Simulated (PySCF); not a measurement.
**Worked example: chemical shift, span and skew from a shielding tensor**

2,2,2-trifluoroacetaldehyde (C₂HF₃O), SMILES C(C(F)(F)F)=O. Atoms are numbered in the order given.

```xyz
7

F      0.4387     1.0230     1.0944
C     -0.0074     0.3660     0.0000
F     -1.3422     0.3679     0.0000
F      0.4387     1.0230    -1.0944
C      0.5743    -1.0670     0.0000
O     -0.1153    -2.0553     0.0000
H      1.7037    -1.0782     0.0000
```

Geometry: PBE-D3(BJ)/def2-SVP.

GIAO shieldings from PBE0/pcSseg-1 (PySCF), non-relativistic, no solvent. The symmetric part of the tensor of C5 has the principal values -108.6, 8.7, 82.3 ppm. The same nucleus in TMS has σ = 186.3 ppm at this level (PySCF, at its B3LYP-D3(BJ)/def2-TZVP geometry).

**Question.** Work out the isotropic shielding, the ¹³C shift against TMS, the span and the skew.

**Answer.** 
σ(iso) = (σ11 + σ22 + σ33)/3 = -5.9 ppm. δ = σ(ref) − σ(iso) = 186.3 − (-5.9) = 192.2 ppm.
Span Ω = σ33 − σ11 = 190.9 ppm. Skew κ = 3(σ(iso) − σ22)/Ω = -0.23. Tumbling in solution averages the tensor to δ; in a static solid the shielding alone would spread this spin-1/2 line over Ω.
